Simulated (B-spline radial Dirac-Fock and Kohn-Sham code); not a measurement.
## Two-hole binding energies of Nb³⁺

System: the Nb³⁺ ion, configuration [Kr] 4d2, inside a Watson sphere of charge -3 and radius 3 Å (a model of the Madelung potential; inside it an electron's potential energy is raised by 14.4 eV).

The run's input, task.json:

```json
{"items": [{
  "Z": 41,
  "q": 3,
  "cfg": [[1, 0, 2], [2, 0, 2], [2, 1, 6], [3, 0, 2], [3, 1, 6], [3, 2, 10], [4, 0, 2], [4, 1, 6], [4, 2, 2]],
  "A": 93,
  "rrms": 4.324,
  "watson": [-3, 3.0],
  "do": ["binding", "quiet", "double"]
}]}
```

Command: `python xray_run.py task.json out`

Level of theory: relaxed Dirac-Fock hole states (ΔSCF) with Breit and QED corrections and a finite nucleus; a radial finite-basis atomic code. U is the two-hole binding energy less the two single-hole energies, the effective repulsion of the holes after relaxation. Each two-hole energy is an average over J within one jj subconfiguration.

```
          holes  E(a) (eV)  E(b) (eV)  E(ab) (eV)  U (eV)
   1s⁻¹ 2p1/2⁻¹    19011.6     2492.4     21677.5   173.5
   1s⁻¹ 3p3/2⁻¹    19011.6      391.8     19453.8    50.4
   1s⁻¹ 3d3/2⁻¹    19011.6      233.0     19289.9    45.3
           2s⁻²     2730.1     2730.1      5563.3   103.2
        2p1/2⁻²     2492.4     2492.4      5111.1   126.3
2p1/2⁻¹ 2p3/2⁻¹     2492.4     2398.1      5005.3   114.8
        2p3/2⁻²     2398.1     2398.1      4911.9   115.7
   2s⁻¹ 3p3/2⁻¹     2730.1      391.8      3166.5    44.6
   2p1/2⁻¹ 3s⁻¹     2492.4      497.6      3034.9    44.9
   2s⁻¹ 3d3/2⁻¹     2730.1      233.0      3009.5    46.4
2p3/2⁻¹ 3d5/2⁻¹     2398.1      230.3      2673.9    45.5
        3p1/2⁻²      407.5      407.5       853.9    38.9
        3p3/2⁻²      391.8      391.8       819.9    36.3
3d3/2⁻¹ 3d5/2⁻¹      233.0      230.3           ?       ?
```

Problem. Give the missing two-hole energy and U.

Solution. E(ab) = 501.6 eV and U = 38.4 eV.

Values without a named source are computed, but for edge energies of neutral atoms, which are taken from tables.
